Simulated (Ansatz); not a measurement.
Input and output for C$_{4}$H$_{10}$F$_{3}$GeN (`CC(C)(C)[NH][Ge]([F])([F])[F]`).

```yaml
crystal:
  periodic: [false, false, false]
  atoms:
    - {symbol: C, position_ang: [0.309150, -0.981896, -1.329911]}
    - {symbol: C, position_ang: [0.475717, -0.208378, -0.024401]}
    - {symbol: C, position_ang: [1.954688, 0.001206, 0.277834]}
    - {symbol: C, position_ang: [-0.186520, -0.963246, 1.119274]}
    - {symbol: N, position_ang: [-0.140967, 1.123884, -0.120626]}
    - {symbol: Ge, position_ang: [-1.879276, 1.433175, 0.103482]}
    - {symbol: F, position_ang: [-2.250381, 2.965270, -0.558198]}
    - {symbol: F, position_ang: [-2.964164, 0.308463, -0.607435]}
    - {symbol: F, position_ang: [-2.365410, 1.470829, 1.740795]}
    - {symbol: H, position_ang: [0.762644, -0.436447, -2.162019]}
    - {symbol: H, position_ang: [-0.748466, -1.134396, -1.557102]}
    - {symbol: H, position_ang: [0.791401, -1.960554, -1.268191]}
    - {symbol: H, position_ang: [2.437224, 0.571363, -0.521132]}
    - {symbol: H, position_ang: [2.469538, -0.958473, 0.359566]}
    - {symbol: H, position_ang: [2.080767, 0.548698, 1.213400]}
    - {symbol: H, position_ang: [-1.246839, -1.149871, 0.916481]}
    - {symbol: H, position_ang: [-0.102951, -0.408173, 2.055516]}
    - {symbol: H, position_ang: [0.287432, -1.937271, 1.250099]}
    - {symbol: H, position_ang: [0.274515, 1.711318, -0.830935]}
basis:
  gaussian: {orbitals: def2-SVP}
total_charge: 1
magnetization: {spin_polarized: true, initial_magnetization: 1}
hamiltonian: {xc: {name: LC-wPBE}}
output: {forces: true}
```

```sh
$ ansatz run in.yaml --threads 4 --pin off --events-out ev --progress --plain --max-ram 66560MiB --backend cpu
```

Shortened log:

```
Functional definition: LC-wPBE
2179 factors; their error is unknown
615 factors; integrals over basis functions are off by at most 1.5e-5 eV
mean field evaluation 1: about -70419.8475 eV, gradient 5.6e1 eV
mean field evaluation 2: about -70420.3099 eV, gradient 6.2e1 eV
mean field evaluation 4: about -70431.2244 eV, gradient 1.6e0 eV
mean field evaluation 8: about -70431.2724 eV, gradient 2.6e-1 eV
mean field evaluation 16: about -70431.1498 eV, gradient 2.7e-3 eV
mean field -70431.14978695 eV, -2588.2970147226 hartree, gradient 2.6e-5 eV, S^2 0.754695; 0 other end points of the search recorded, 0 dependent functions left out
reference -70431.14978696 eV, -2588.2970147228 hartree; 50, 49 occupied and 144, 145 virtual orbitals, 2179 factors
Total energy: -70431.14978696 eV, -2588.2970147228 hartree
Atom 0 at     0.309150    -0.981896    -1.329911 Å, force    -0.480847     0.605980    -1.153554 eV/Å
Atom 1 at     0.475717    -0.208378    -0.024401 Å, force    -0.006702     0.254260     1.980417 eV/Å
Atom 2 at     1.954688     0.001206     0.277834 Å, force     0.359621     0.527204    -0.294709 eV/Å
Atom 3 at    -0.186520    -0.963246     1.119274 Å, force    -0.300980     0.197699    -0.109541 eV/Å
Atom 4 at    -0.140967     1.123884    -0.120626 Å, force     1.882362    -2.610068    -1.345366 eV/Å
Atom 5 at    -1.879276     1.433175     0.103482 Å, force    -4.990813     1.221631     1.279445 eV/Å
Atom 6 at    -2.250381     2.965270    -0.558198 Å, force     0.672106    -0.692377     0.060548 eV/Å
Atom 7 at    -2.964164     0.308463    -0.607435 Å, force     1.156830     0.209929     0.029500 eV/Å
Atom 8 at    -2.365410     1.470829     1.740795 Å, force     0.743230    -0.113422    -0.529335 eV/Å
Atom 9 at     0.762644    -0.436447    -2.162019 Å, force     0.124611     0.014879    -0.228900 eV/Å
Atom 10 at    -0.748466    -1.134396    -1.557102 Å, force    -0.234532    -0.082672    -0.033365 eV/Å
Atom 11 at     0.791401    -1.960554    -1.268191 Å, force     0.182200    -0.053622     0.387695 eV/Å
Atom 12 at     2.437224     0.571363    -0.521132 Å, force     0.201598     0.078214    -0.152933 eV/Å
Atom 13 at     2.469538    -0.958473     0.359566 Å, force    -0.078649    -0.220535    -0.005286 eV/Å
Atom 14 at     2.080767     0.548698     1.213400 Å, force     0.046795     0.048602     0.231314 eV/Å
Atom 15 at    -1.246839    -1.149871     0.916481 Å, force    -0.242101    -0.103544    -0.037332 eV/Å
Atom 16 at    -0.102951    -0.408173     2.055516 Å, force     0.055722     0.059568     0.254362 eV/Å
Atom 17 at     0.287432    -1.937271     1.250099 Å, force     0.108179    -0.150316     0.005144 eV/Å
Atom 18 at     0.274515     1.711318    -0.830935 Å, force     0.801372     0.808590    -0.338105 eV/Å
Dipole moment:     1.599113    -0.575795    -0.371031 e Å
```

Hardware: 4 threads of an AMD EPYC 7R13 on a shared host. Wall time 8 s, peak host memory 0.93 GiB.
